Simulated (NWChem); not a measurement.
System: CH3FMnN2, sextet; SMILES C1=[NH]->[Mn]([F])[NH]1

Input file for NWChem:

```
start job
memory heap 200 mb stack 900 mb global 1100 mb
geometry units angstroms noautosym nocenter noautoz
  Mn    -0.234736    -0.650941     0.000000
  F     -0.127252    -2.452627     0.000000
  C     -0.383043     1.829493     0.000000
  N     -0.341517     1.132965    -1.119577
  N     -0.341517     1.132965     1.119577
  H     -0.448860     2.933944     0.000000
  H     -0.372814     1.656429    -1.985272
  H     -0.372814     1.656429     1.985272
end
basis spherical
  Mn library def2-tzvp
  F library def2-tzvp
  C library def2-tzvp
  N library def2-tzvp
  H library def2-tzvp
end
dft
  odft
  mult 6
  xc pbe0
  iterations 150
  semidirect filesize 400000000
end
property
  efieldgrad
end
task dft property
```

Parts of the log:

```
             Northwest Computational Chemistry Package (NWChem) 7.3.0
             --------------------------------------------------------

                             Geometry "geometry" -> ""
                             -------------------------

 Output coordinates in angstroms (scale by  1.889725989 to convert to a.u.)

  No.       Tag          Charge          X              Y              Z
 ---- ---------------- ---------- -------------- -------------- --------------
    1 Mn                  25.0000    -0.23473600    -0.65094100     0.00000000
    2 F                    9.0000    -0.12725200    -2.45262700     0.00000000
    3 C                    6.0000    -0.38304300     1.82949300     0.00000000
    4 N                    7.0000    -0.34151700     1.13296500    -1.11957700
    5 N                    7.0000    -0.34151700     1.13296500     1.11957700
    6 H                    1.0000    -0.44886000     2.93394400     0.00000000
    7 H                    1.0000    -0.37281400     1.65642900    -1.98527200
    8 H                    1.0000    -0.37281400     1.65642900     1.98527200

 Effective nuclear repulsion energy (a.u.)     290.5300646560

                              NWChem Property Module
                              ----------------------

  itol2e modified to match energy
  convergence criterion.

                                 NWChem DFT Module
                                 -----------------

 Summary of "ao basis" -> "ao basis" (spherical)
 ------------------------------------------------------------------------------
       Tag                 Description            Shells   Functions and Types
 ---------------- ------------------------------  ------  ---------------------
 Mn                        def2-tzvp                15       45   6s4p4d1f
 F                         def2-tzvp                11       31   5s3p2d1f
 C                         def2-tzvp                11       31   5s3p2d1f
 N                         def2-tzvp                11       31   5s3p2d1f
 H                         def2-tzvp                 4        6   3s1p

  itol2e modified to match energy
  convergence criterion.

[...]

          -----------------------
          Electric field gradient
          -----------------------

 1 a.u. = 0.324123 10**(16) esu/cm**3  ( or statvolts/cm**2 ) = 0.97174 10**(22) v/m**2

 ------------------------------------------------------------
   Atom      X         Y         Z
 ------------------------------------------------------------
    1 Mn  -0.44359  -1.23010   0.00000
 ------------------------------------------------------------

 Electric field gradient in molecular frame (a.u.)
         XX             YY             ZZ             XY             XZ             YZ
 ------------------------------------------------------------------------------------------
       -1.406627       1.523015      -0.116388      -0.175673      -0.000000       0.000000

 Principal components (a.u.) and orientation
 of principal axis w.r.t. absolute frame                      Asymmetry parameter eta
 --------------------------------------------------------------------------------------
        1.533512      -1.417124      -0.116388                       0.848207

       -0.059644       0.998220      -0.000000
        0.998220       0.059644      -0.000000
        0.000000       0.000000       1.000000

 ------------------------------------------------------------
   Atom      X         Y         Z
 ------------------------------------------------------------
    2 F   -0.24047  -4.63479   0.00000
 ------------------------------------------------------------

 Electric field gradient in molecular frame (a.u.)
         XX             YY             ZZ             XY             XZ             YZ
 ------------------------------------------------------------------------------------------
        0.220287      -0.543695       0.323408       0.045684       0.000000      -0.000000

 Principal components (a.u.) and orientation
 of principal axis w.r.t. absolute frame                      Asymmetry parameter eta
 --------------------------------------------------------------------------------------
       -0.546417       0.323408       0.223009                       0.183741

       -0.059479       0.000000       0.998230
        0.998230      -0.000000       0.059479
        0.000000       1.000000      -0.000000

 ------------------------------------------------------------
   Atom      X         Y         Z
 ------------------------------------------------------------
    3 C   -0.72385   3.45724   0.00000
 ------------------------------------------------------------

 Electric field gradient in molecular frame (a.u.)
         XX             YY             ZZ             XY             XZ             YZ
 ------------------------------------------------------------------------------------------
       -0.451468       0.191764       0.259704      -0.038470       0.000000       0.000000

 Principal components (a.u.) and orientation
 of principal axis w.r.t. absolute frame                      Asymmetry parameter eta
 --------------------------------------------------------------------------------------
       -0.453760       0.259704       0.194057                       0.144673

        0.998229      -0.000000      -0.059490
        0.059490       0.000000       0.998229
       -0.000000       1.000000      -0.000000

 ------------------------------------------------------------
   Atom      X         Y         Z
 ------------------------------------------------------------
    4 N   -0.64537   2.14099  -2.11569
 ------------------------------------------------------------

[...]
```

Level: PBE0/def2-TZVP, spin-unrestricted. In the optimisation the excess spin sits in a' and a" (Cs, its own frame). Structure relaxed at the PBE0/def2-SVP, spin-unrestricted level. No frequency run checked for a minimum. This spin state was assumed; another may lie lower. No stability test was run on the SCF state. NWChem prints the field gradient with the sign opposite to the second derivative of the potential.
